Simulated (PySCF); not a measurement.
## Dipole moment and polarisability of trichloro(4-vinylphenyl)silane

Compound: trichloro(4-vinylphenyl)silane, C8H7Cl3Si.
Cartesian coordinates in Å at the PBE0-D3(BJ)/def2-SVP level; atoms count from 1:
```xyz
19
C8H7Cl3Si angstrom
C      3.5841   -0.0053   -0.7207
C      2.7064   -0.0446    0.2885
C      1.2435   -0.0884    0.1837
C      0.5699   -0.2364   -1.0400
C     -0.8165   -0.2583   -1.0918
C     -1.5808   -0.1369    0.0794
Si    -3.4265   -0.1938    0.0309
Cl    -4.2049    1.0862    1.4339
Cl    -4.1086    0.3514   -1.8254
Cl    -4.1446   -2.0736    0.4418
C     -0.9141    0.0120    1.3030
C      0.4744    0.0294    1.3518
H      3.2769    0.0023   -1.7700
H      4.6579    0.0283   -0.5250
H      3.0922   -0.0332    1.3141
H      1.1383   -0.3378   -1.9667
H     -1.3146   -0.3637   -2.0590
H     -1.4844    0.1239    2.2289
H      0.9799    0.1463    2.3140
```

Level: PBE0/def2-SVPD (PySCF), static field, nuclei fixed, core orbitals frozen in the response. The polarisability tensor in these axes (au):

```
x   234.67   3.57 -10.76
y     3.57 113.25   3.02
z   -10.76   3.02 151.95
```

**Question.** What are the eigenvalues, a third of the trace, and Δα (Δα² = ½Σ(αi − αj)² over the three pairs)?

**Answer.** Principal values 112.86, 150.88 and 236.13 au; mean 166.62 au = 24.69 Å³ = 27.47 × 10⁻⁴⁰ C²·m²/J; Δα = 109.34 au (66 % of the mean).

**Question.** What is the dipole moment, and where does it point?

**Answer.** (3.19, 0.13, 0.02) D, 3.19 D in size, pointing from the negative to the positive side. Measured along this direction, the outermost atoms are Cl10, Cl8 and Cl9 at the negative end and H14 at the positive end.

**Question.** What depolarisation ratio follows for Rayleigh scattering of linearly polarised light, taking the static tensor?

**Answer.** ρ = 3Δα²/(45ᾱ² + 4Δα²) = 35865.5/(1249370 + 47820.6) = 0.0276.

**Question.** In a dilute gas of rigid molecules at 350 K, how does the orientational term μ²/3kT compare with the electronic polarisability?

**Answer.** In Gaussian units μ²/3kT = 70.33 Å³ against 24.69 Å³, a ratio of 2.85; the Debye molar polarisation (4π/3)N_A(α + μ²/3kT) is 239.7 cm³/mol, leaving out the vibrational part.

**Question.** Give the principal axes and the span of the nuclei along them.

**Answer.** Largest value along (0.99, 0.03, -0.13), where the nuclei span 9.01 Å; middle along (0.12, 0.09, 0.99), 4.70 Å; least along (-0.04, 1.00, -0.09), 3.06 Å. The response follows the extents in order.

**Question.** Find the Langevin capture rate constant for NO+ (29.998 u) meeting this molecule (235.938 u), k = 2.342 × 10⁻⁹ cm³/s × √(α in Å³ / reduced mass in u).

**Answer.** The reduced mass is 26.61 u, so k = 2.26 × 10⁻⁹ cm³/s. The formula leaves out the permanent dipole, which adds to the capture rate.

**Question.** Molar refractivity from α?

**Answer.** Lorentz–Lorenz: R = (4π/3)N_A α = 2.5225 cm³/(mol·Å³) × 24.69 Å³ = 62.3 cm³/mol, in the limit of long wavelengths.

One conformer (not necessarily the lowest) at the PBE0-D3(BJ)/def2-SVP geometry, without solvent, vibrations or thermal averaging.
